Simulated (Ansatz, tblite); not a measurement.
Isomers of TiO$_{4}$H$_{4}$ (singlet), found by a short tight-binding search and relaxed with PBE-D4/def2-SVP in Ansatz.

The xTB rows come from tblite. Correlated methods freeze 9 core orbitals; core or outer-core shells of Ti are correlated, in sets that lack core-valence functions.

A: At CCSD(T)/def2-TZVP the test of the restricted singlet for broken spin symmetry was undecided. It holds 1 O–O bond. B: At CCSD(T)/def2-TZVP the test of the restricted singlet for broken spin symmetry was undecided. It holds 1 O–O bond. C: At CCSD(T)/def2-TZVP the test of the restricted singlet for broken spin symmetry was undecided. It holds 1 O–O bond.

Other spin states weren't relaxed.

A:

```xyz
9

Ti    0.293   -0.002   -0.130
O    -1.525   -0.622   -1.181
O     1.504    1.251    0.139
O    -1.169    0.788   -0.993
O    -0.285   -0.785    1.387
H    -2.183   -0.765   -0.459
H     1.174   -1.153   -1.046
H     0.089   -0.714    2.283
H     2.102    2.001    0.000
```

B:

```xyz
9

Ti    0.292   -0.648   -0.207
O    -0.913    0.498    1.183
O     1.609    0.600   -0.092
O    -0.070   -1.183   -1.887
O    -1.231   -0.588   -1.241
H    -1.756    0.779    0.775
H    -0.412    1.317    1.369
H     0.515   -2.006    0.841
H     1.965    1.231   -0.740
```

C:

```xyz
9

Ti    0.374    0.460   -0.232
O    -0.449    1.835    0.113
O     1.390    0.519   -1.763
O    -0.895   -1.220    0.309
O     0.212   -0.321   -1.931
H     0.781    1.005    1.794
H    -1.836   -0.976    0.419
H    -0.831   -1.677   -0.561
H     1.253    0.375    1.852
```

Question: Estimate their order by electronic energy at CCSD(T)/def2-TZVP, counted from the lowest.

Answer: A (0.00) < B (0.34) < C (1.04), in eV.

Question: Do the other levels pick the same lowest one?

Answer: All that were run do. Energies above each level's lowest (eV):

```tsv
level	A	B	C
GFN1-xTB	0.00	0.32	3.46
GFN2-xTB	0.00	0.48	3.53
HF/def2-TZVP	0.00	0.66	2.38
PBE-D4/def2-TZVP	0.00	0.31	0.89
r2SCAN-D4/def2-TZVP	0.00	0.34	1.06
B97M-V/def2-TZVP	0.00	0.35	1.29
PBE0-D4/def2-TZVP	0.00	0.39	1.25
CAM-B3LYP-D4/def2-TZVP	0.00	0.46	1.37
MP2/def2-TZVP	0.00	0.20	0.34
CCSD/def2-TZVP	0.00	0.47	1.46
CCSD(T)/def2-TZVP	0.00	0.34	1.04
```
Point groups (tolerance 0.1 Å): A not assigned, B not assigned, C not assigned. Lower isomers may exist.
